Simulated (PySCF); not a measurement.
## `C#CCF` (C3H3F): bond dissociation enthalpies at several levels

Non-hydrogen atoms are numbered in `[CH:1]#[C:2][CH2:3][F:4]`.

All levels share the PBE0-D3(BJ)/def2-SVP structures and the PBE0-D3(BJ)/def2-SVP thermal terms; only the single-point energies (PySCF) change. Values are bond dissociation enthalpies (298 K, kJ/mol).

```tsv
level	C3–H	C3–F4
M06-2X/def2-TZVP	369	411
LDA/def2-SVPD (grid 2, diis space 4)	378	511
```

The widest spread is that of C3–F4: 100 kJ/mol, from 411 to 511.

Known limits: radicals beside a multiple bond are drawn in one resonance form, and their spin spreads.

---

How the method moves the bond dissociation enthalpies of difluorogermane

Structure: `[F][GeH2][F]` (F2GeH2). Non-hydrogen atoms are numbered in `[F:1][GeH2:2][F:3]`.

All levels share the PBE0-D3(BJ)/def2-SVP structures and the PBE0-D3(BJ)/def2-SVP thermal terms; only the single-point energies (PySCF) change. Values are bond dissociation enthalpies (298 K, kJ/mol).

```jsonl
{"level": "M06-2X/def2-TZVP", "Ge2–H": "345", "F1–Ge2": "552"}
{"level": "TPSS-D3(BJ)/def2-SV(P)", "Ge2–H": "346", "F1–Ge2": "540"}
```

The widest spread is that of F1–Ge2: 12 kJ/mol, from 540 to 552.

Known limits: spin-orbit coupling is left out of the energies, which matters for open shells on the heavier atoms; atoms from Ga to Kr are treated without relativity.

---

How the method moves the bond dissociation enthalpies of `[CH3][GeH2][CH3]` (C2H8Ge)

Atom numbers as in the mapped SMILES `[CH3:1][GeH2:2][CH3:3]`.

All levels share the PBE0-D3(BJ)/def2-SVP structures and the PBE0-D3(BJ)/def2-SVP thermal terms; only the single-point energies (PySCF) change. Values are bond dissociation enthalpies (298 K, kJ/mol).

At BP86-D3(BJ)/def2-TZVP:
```csv
quantity,value
C1–Ge2,325
Ge2–H,354
C1–H,427
```

What does M06-2X/def2-TZVP give?

C1–Ge2: 325 (change 0); Ge2–H: 342 (change -13); C1–H: 425 (change -2).

Note: spin-orbit coupling is left out of the energies, which matters for open shells on the heavier atoms; atoms from Ga to Kr are treated without relativity.

Differences come from unrounded values, so a last digit can differ from that of the printed terms.
